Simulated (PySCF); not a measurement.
## Frontier orbitals and the lowest excitations

Species: C5H11GeNO2.
Z-matrix (Å and degrees, PBE0-D3(BJ)/def2-SVP geometry), rows numbered from 1:
```
O 
C   1  1.2024
O   2  1.3427  1  122.64
Ge  2  2.0039  1  124.50  3   174.69
N   4  1.8275  2  108.84  1   -88.50
C   5  1.4504  4  121.61  2    69.20
C   6  1.5358  5  103.42  4   174.15
C   7  1.5440  6  104.59  5    24.26
C   5  1.4499  4  121.30  2   -69.66
H   3  0.9744  2  106.75  1     0.04
H   4  1.5357  2  110.55  1   153.11
H   4  1.5331  2  107.19  1    28.35
H   6  1.1015  5  111.20  4    52.33
H   6  1.1119  5  112.22  4   -67.54
H   7  1.0995  6  110.27  5   -94.47
H   7  1.0997  6  111.51  5   146.45
H   8  1.0996  7  110.43  6  -118.26
H   8  1.0997  7  112.87  6   121.67
H   9  1.1123  5  112.21  4    67.81
H   9  1.1017  5  111.24  4   -52.05
```

Method used: TDDFT wB97X-D/def2-SVPD, vertical, gas phase, core orbitals frozen in the response (PySCF 2.14.0, density-fitted response routines). Relativistic effects, spin–orbit coupling among them, are left out although an element past zinc is present.

Frontier orbitals with the atoms that hold most of them (Löwdin shares over 4%, at most four atoms; ? is withheld):

| orbital | ε (eV) | atoms |
| --- | --- | --- |
| LUMO+2 | 2.49 | Ge4 21%, O3 18%, C2 7%, H11 7% |
| LUMO+1 | 1.81 | Ge4 28%, O3 20%, C2 11%, H10 8% |
| LUMO | 1.11 | C2 31%, O1 22%, Ge4 18%, O3 12% |
| HOMO | -8.19 | ? |
| HOMO-1 | -9.93 | ? |
| HOMO-2 | -10.92 | C7 18%, C8 18%, H15 10%, H17 10% |
| HOMO-3 | -11.39 | Ge4 16%, H12 15%, C8 13%, C9 13% |

(1) Give the leading atoms of the HOMO.

(2) Which atoms hold the HOMO-1, and with what shares?

(3) The HOMO–LUMO gap is 9.31 eV. Where does the response calculation put the lowest singlet, and from which orbitals?

(4) Give energy, strength and leading configuration of S1 and S3, and follow the Löwdin shares of the leading atoms from the occupied to the empty orbital.

## Answers

(1) N5 (bonded to 2 C and Ge) 51%; C6 (bonded to C, N and 2 H) 8%; C9 (bonded to C, N and 2 H) 8%; Ge4 (bonded to C, N and 2 H) 6%. By element: nitrogen 51%, carbon 16% or more, germanium 6%.

(2) O1 (bonded to C) 50%; C2 (bonded to Ge and 2 O) 12%; Ge4 (bonded to C, N and 2 H) 11%; O3 (bonded to C and H) 8%. By element: oxygen 58%, carbon 12% or more, germanium 11%.

(3) S1 is at 4.74 eV (f = 0.021), 4.57 eV below the gap, made of HOMO→LUMO (73%), HOMO-1→LUMO (22%). Without the coupling terms of the response equations the lowest excitation would equal the gap.

(4) 
- S1 (4.74 eV, f 0.021), HOMO→LUMO (73%): N5 51% → at most 12%, C6 8% → at most 12%, C2 at most 6% → 31%, O1 at most 6% → 22%
- S3 (6.36 eV, f 0.049), HOMO→LUMO+1 (78%): N5 51% → at most 8%, C6 8% → at most 8%, Ge4 6% → 28%, O3 at most 6% → 20%

Löwdin shares depend on the basis, the more so with diffuse functions.

One conformer stands for the species.
